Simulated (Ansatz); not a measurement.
Gas-phase electronic energies from Ansatz, PBE0-D4/def2-TZVP geometries. CBS: MP2 limit from def2 TZ/QZ plus the TZ coupled-cluster correction, frozen cores. This one scheme is used for every species. Functionals use def2-TZVPP. B3LYP here is the variant with VWN-RPA as its local correlation; programs differ in this. Each species was taken in one conformer, which may not be the lowest.

Reaction (ligand exchange at the Si–S bond): `CS[SiH](F)F` + `C=C[SiH2]S` → `C=C[SiH2]S[SiH](F)F` + CH₃SH

`CS[SiH](F)F`:

```xyz
9

C     1.261    0.260    0.808
S     0.313    1.236   -0.404
Si   -1.208   -0.136   -0.833
F    -2.003   -0.546    0.481
F    -0.615   -1.504   -1.381
H     2.097    0.886    1.115
H     1.644   -0.653    0.355
H     0.650    0.026    1.679
H    -2.140    0.431   -1.820
```

`C=C[SiH2]S`:

Z-matrix (Å, degrees):
```
Si
C 1 1.854
S 1 2.141 2 112.0
H 1 1.487 2 107.7 3 -123.2
H 1 1.485 2 112.2 3 115.4
C 2 1.331 1 122.0 3 120.2
H 2 1.088 1 119.2 3 -58.7
H 3 1.344 1 94.5 2 -57.1
H 6 1.087 2 121.6 1 0.6
H 6 1.086 2 122.3 1 -179.5
```

`C=C[SiH2]S[SiH](F)F`:

Cartesian coordinates in Å:
```
C -2.063 -0.196 -0.037
C -1.181 0.705 -0.460
Si 0.119 1.387 0.665
S 2.108 0.869 -0.009
Si 1.849 -1.185 -0.346
F 0.958 -1.844 0.791
F 1.097 -1.476 -1.712
H -2.825 -0.609 -0.692
H -2.057 -0.566 0.984
H -1.215 1.033 -1.497
H -0.103 0.872 2.037
H 0.158 2.870 0.665
H 3.155 -1.861 -0.391
```

CH₃SH:

Z-matrix (Å, degrees):
```
C
S 1 1.806
H 1 1.089 2 111.5
H 1 1.089 2 111.5 3 -123.8
H 1 1.090 2 106.2 3 118.1
H 2 1.342 1 97.1 3 61.9
```

```json
{"species": "`CS[SiH](F)F`", "B3LYP-D4 energy (Eh)": "-928.23119"}
{"species": "`C=C[SiH2]S`", "B3LYP-D4 energy (Eh)": "-767.62226"}
{"species": "`C=C[SiH2]S[SiH](F)F`", "B3LYP-D4 energy (Eh)": "-1257.10047"}
{"species": "CH₃SH", "B3LYP-D4 energy (Eh)": "-438.75655"}
```

Q: Work out ΔE.

A: ΔE = (-1257.10047) + (-438.75655) − (-928.23119) − (-767.62226) = -0.00357 Eh = -9.4 kJ/mol. CCSD(T)/CBS gives -7.8 kJ/mol.

Largest T1 diagnostic among the species: 0.012.

In def2-TZVPP, CCSD(T) changes the Hartree–Fock value by −4.2 kJ/mol (the triples alone add −0.8 kJ/mol) and MP2 by −5.6 kJ/mol. The D4 term adds −7.7 kJ/mol with B3LYP and −4.6 kJ/mol with PBE0; it sums over pairs of atoms, weighted by their polarisabilities, and B3LYP, whose exchange is more repulsive, gets the larger term.
